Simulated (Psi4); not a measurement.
C$_{3}$H$_{9}$N, charge -1, doublet, at the geometry of the source list (a state made from the parent by changing its charge; the spin is typed, not shown lowest) (a gas-phase anion, which may not be bound at this level); CISD/6-31G (Psi4).

Input for Psi4:
```
memory 2 GB

molecule {
-1 2
  C    -0.61420000    1.11590000    0.56410000
  C    -0.09010000    0.02020000   -0.36040000
  C     1.35060000   -0.34120000   -0.00900000
  N    -0.92020000   -1.16670000   -0.18850000
  H     0.00310000    2.00670000    0.48570000
  H    -0.60020000    0.76100000    1.59070000
  H    -1.63700000    1.37810000    0.30330000
  H    -0.11220000    0.39990000   -1.40170000
  H     1.72360000   -1.11430000   -0.67700000
  H     1.39180000   -0.71630000    1.00970000
  H     1.99300000    0.53090000   -0.09460000
  H    -0.60270000   -1.91270000   -0.79820000
  H    -1.88540000   -0.96140000   -0.42410000
}

set basis 6-31g
set reference uhf

energy('cisd')
print_variables()
```

Question: What does Psi4 print? Leave out banner, timings and long lists.

Answer: 
```
Traceback (most recent call last):
  File "psi4", line 375, in <module>
  File "<string>", line 34, in <module>
  File "site-packages/psi4/driver/driver.py", line 461, in energy
  File "site-packages/psi4/driver/task_planner.py", line 255, in task_planner
  File "site-packages/psi4/driver/driver_util.py", line 222, in negotiate_derivative_type
  File "site-packages/psi4/driver/driver_util.py", line 355, in highest_analytic_derivative_available

psi4.driver.p4util.exceptions.MissingMethodError: Method=cisd is not available for any derivative level under conditions CI_TYPE=CONV, REFERENCE=UHF, FREEZE_CORE=FALSE, QC_MODULE=(auto). See https://psicode.org/psi4manual/master/introduction.html#ss-cisd. Or did you mean? ccd ccsd cisdt cisdtq qcisd lccsd ci2 ci3 ci4 ci5 ci6 ci7 ci8 ci9 ci10 ci11 ci12 ci13 ci14 ci15 ci16 ci17 ci18 ci19 ci20 ci21 ci22 ci23 ci24 ci25 ci26 ci27 ci28 ci29 ci30 ci31 ci32 ci33 ci34 ci35 ci36 ci37 ci38 ci39 ci40 ci41 ci42 ci43 ci44 ci45 ci46 ci47 ci48 ci49 ci50 ci51 ci52 ci53 ci54 ci55 ci56 ci57 ci58 ci59 ci60 ci61 ci62 ci63 ci64 ci65 ci66 ci67 ci68 ci69 ci70 ci71 ci72 ci73 ci74 ci75 ci76 ci77 ci78 ci79 ci80 ci81 ci82 ci83 ci84 ci85 ci86 ci87 ci88 ci89 ci90 ci91 ci92 ci93 ci94 ci95 ci96 ci97 ci98

Printing out the relevant lines from the Psithon --> Python processed input file:
      H    -1.88540000   -0.96140000   -0.42410000
    """)
    core.IO.set_default_namespace("")
    core.set_global_option("BASIS", "6-31g")
    core.set_global_option("REFERENCE", "uhf")
--> energy('cisd')
    print_variables()

!----------------------------------------------------------------------------------!
!                                                                                  !
!  Method=cisd is not available for any derivative level under conditions          !
!     CI_TYPE=CONV, REFERENCE=UHF, FREEZE_CORE=FALSE, QC_MODULE=(auto). See        !
!     https://psicode.org/psi4manual/master/introduction.html#ss-cisd. Or did you  !
!     mean? ccd ccsd cisdt cisdtq qcisd lccsd ci2 ci3 ci4 ci5 ci6 ci7 ci8 ci9 ci10 !
!     ci11 ci12 ci13 ci14 ci15 ci16 ci17 ci18 ci19 ci20 ci21 ci22 ci23 ci24 ci25   !
!     ci26 ci27 ci28 ci29 ci30 ci31 ci32 ci33 ci34 ci35 ci36 ci37 ci38 ci39 ci40   !
!     ci41 ci42 ci43 ci44 ci45 ci46 ci47 ci48 ci49 ci50 ci51 ci52 ci53 ci54 ci55   !
!     ci56 ci57 ci58 ci59 ci60 ci61 ci62 ci63 ci64 ci65 ci66 ci67 ci68 ci69 ci70   !
!     ci71 ci72 ci73 ci74 ci75 ci76 ci77 ci78 ci79 ci80 ci81 ci82 ci83 ci84 ci85   !
!     ci86 ci87 ci88 ci89 ci90 ci91 ci92 ci93 ci94 ci95 ci96 ci97 ci98             !
!                                                                                  !
!----------------------------------------------------------------------------------!
```

The program refused the input.
